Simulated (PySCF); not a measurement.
Two species compared at the same levels of theory.

First species: C2F2O4Si.
SMILES with atom numbers: `[O:1]=[C:2]1[O:3][Si:4]([F:5])([F:6])[O:7][C:8]1=[O:9]`

Second species: 1-ethyl-4-fluorobenzene, C8H9F.
Z-matrix (Å and degrees, GFN2-xTB geometry), rows numbered from 1:
```
C 
C   1  1.5301
C   2  1.5020  1  110.42
C   3  1.3896  2  120.56  1    88.78
C   4  1.3831  3  121.04  2  -177.93
C   5  1.3822  4  118.63  3     0.13
F   6  1.3519  5  119.11  4  -179.88
C   6  1.3822  5  121.80  4     0.02
C   8  1.3831  6  118.63  5    -0.06
H   1  1.0874  2  110.45  3  -179.99
H   1  1.0876  2  110.35  3    59.85
H   1  1.0876  2  110.36  3   -59.81
H   2  1.0916  1  109.24  3   120.87
H   2  1.0916  1  109.25  3  -120.87
H   4  1.0803  3  119.55  2     2.15
H   5  1.0787  4  121.50  3  -179.78
H   8  1.0787  6  119.83  5   180.00
H   9  1.0803  3  119.56  2    -2.31
```

Levels: PBE0/def2-SVPD for dipole moment, HOMO energy, LUMO energy, HOMO–LUMO gap, static isotropic polarisability and electronic spatial extent ⟨r²⟩ about the centre of nuclear charge; TDDFT PBE0/def2-SVPD for lowest singlet excitation; TDA PBE0/def2-SVPD for lowest triplet excitation (Tamm–Dancoff); GFN2-xTB for rotational constant A and rotational constant C. Geometries: GFN2-xTB. All species are isolated and taken at one optimised geometry, non-relativistic unless stated; the electronic structure was computed with PySCF and density fitting.

Dipoles, sizes and rotational constants follow the conformer. The torsions of the flexible species, by atom-mapped SMILES:
- `[CH3:1][CH2:2][c:3]1[cH:4][cH:5][c:6]([F:7])[cH:8][cH:9]1`: C1–C2–C3–C4 89°

(1) Which of the two has the higher T1 energy, and by how much?

(2) Which has the higher rotational constant A?

(3) Which of the two has the higher HOMO–LUMO gap, and by how much?

(4) Which has the higher HOMO energy?

(5) Which of the two has the higher dipole moment, and by how much?

(6) Which of the two has the higher S1 energy, and by how much?

(7) Which has the higher static isotropic polarisability?

(8) Which has the higher rotational constant C?

Results:

(1) The second: 4.10 eV against 3.66 eV, a difference of 0.44 eV.

(2) The second: 4.438 GHz against 2.604 GHz, a difference of 1.834 GHz.

(3) The second: 6.47 eV against 6.27 eV, a difference of 0.20 eV.

(4) The second: -6.96 eV against -9.33 eV, a difference of 2.37 eV.

(5) The first: 2.67 D against 2.06 D, a difference of 0.61 D.

(6) The second: 5.33 eV against 4.27 eV, a difference of 1.06 eV.

(7) The second: 91.5 au against 51.7 au, a difference of 39.8 au.

(8) The first: 0.979 GHz against 0.840 GHz, a difference of 0.139 GHz.

On the first: The vertical singlet–triplet gap S1 − T1 is 0.61 eV (TDDFT singlet less Tamm–Dancoff triplet; S1: HOMO→LUMO, weight 0.98; T1: HOMO→LUMO, weight 0.98). Point group C2v permits a dipole; with 2.67 D the species has a pure rotational spectrum.

On the second: The vertical singlet–triplet gap S1 − T1 is 1.23 eV (TDDFT singlet less Tamm–Dancoff triplet; S1: HOMO→LUMO, weight 0.76; T1: HOMO→LUMO+1, weight 0.60, beside HOMO−1→LUMO, weight 0.36). The polarisability is 13.57 Å³ as a volume (1 au = 0.148185 Å³), or 1.39 au for each of the 66 electrons.
